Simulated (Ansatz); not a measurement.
Computed with Ansatz.

BClH7NSi2, SMILES `BN([SiH3])[SiH2]Cl` at its PBE0-D4/def2-TZVP geometry, where that method's forces vanish. Charge 0, multiplicity 1.

| atom | x (Å) | y (Å) | z (Å) |
| --- | --- | --- | --- |
| B1 | 1.5004 | 0.6864 | 0.3318 |
| N2 | 0.2694 | 0.0559 | 0.0458 |
| Si3 | -0.8711 | -0.1505 | 1.3727 |
| Si4 | -0.1268 | -0.4459 | -1.5665 |
| Cl5 | -1.6487 | 0.7198 | -2.3071 |
| H6 | 2.2967 | 0.8824 | -0.5409 |
| H7 | 1.7362 | 1.0189 | 1.4614 |
| H8 | -2.0245 | -0.9290 | 0.8544 |
| H9 | -1.3386 | 1.1690 | 1.8591 |
| H10 | -0.2176 | -0.8901 | 2.4784 |
| H11 | -0.6322 | -1.8363 | -1.5567 |
| H12 | 1.0566 | -0.2807 | -2.4323 |

(1) For each bond, give half the difference of the two atoms' forces along it (eV/Å; positive pushes the atoms apart) under PBE-D4, r2SCAN-D4, B3LYP-D4, ωB97M-V in def2-TZVPP. (Best estimate.)

## Answers

(1) The calculation gave: 
```
   bond  length (Å)  PBE-D4  r2SCAN-D4  B3LYP-D4  ωB97M-V
  B1–N2       1.412    0.05       0.13      0.07     0.14
  B1–H6       1.198    0.01      -0.07     -0.12    -0.13
  B1–H7       1.201    0.01      -0.07     -0.11    -0.12
 N2–Si3       1.762    0.12       0.03      0.12     0.10
 N2–Si4       1.734    0.15       0.02      0.08     0.06
 Si3–H8       1.485    0.04      -0.03     -0.09    -0.10
 Si3–H9       1.482    0.04      -0.03     -0.08    -0.13
Si3–H10       1.482    0.04      -0.03     -0.09    -0.13
Si4–Cl5       2.055    0.13       0.04      0.23     0.10
Si4–H11       1.479    0.03      -0.04     -0.13    -0.15
Si4–H12       1.476    0.03      -0.04     -0.15    -0.17
```

B3LYP here is the variant with VWN-RPA as its local correlation; programs differ in this.
